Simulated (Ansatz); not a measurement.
The cluster Li6H5⁺. Total charge 1; singlet. Geometry r2SCAN-D4/def2-TZVP, basis def2-TZVP, Ansatz.

```xyz
11

Li    0.274    0.334    1.859
Li   -0.358   -0.379   -2.170
Li   -2.201   -0.437    0.066
Li    1.873    0.396   -0.078
Li    0.660   -1.732    0.483
Li   -0.792    2.014   -0.594
H     0.496    1.588    0.456
H     0.952   -0.850   -1.169
H     1.678   -0.598    1.360
H    -0.934   -0.924    1.116
H    -1.646    0.588   -1.329
```

```csv
run,HOMO (eV),LUMO (eV)
A,-9.08,-5.20
B,-12.31,-3.33
C,-10.14,-4.41
D,-9.16,-4.43
E,-8.98,-5.03
```

Another isomer (singlet) lies 0.06 eV lower at PBE0-D4/def2-TZVP; other spin states weren't run for this one.

The runs used LDA (SPW92), PBE, PBE0, r2SCAN, ωB97M-V. Estimate which is which.

A LDA (SPW92) (0 % exact exchange); B ωB97M-V (range-separated); C PBE0 (25 % exact exchange); D r2SCAN (0 % exact exchange); E PBE (0 % exact exchange). Exact exchange lowers occupied and raises empty levels; among semilocal functionals meta-GGAs tend to open the gap a little, and such runs are hard to tell apart. The gap grows from 3.88 eV (LDA (SPW92)) to 8.98 eV (ωB97M-V).
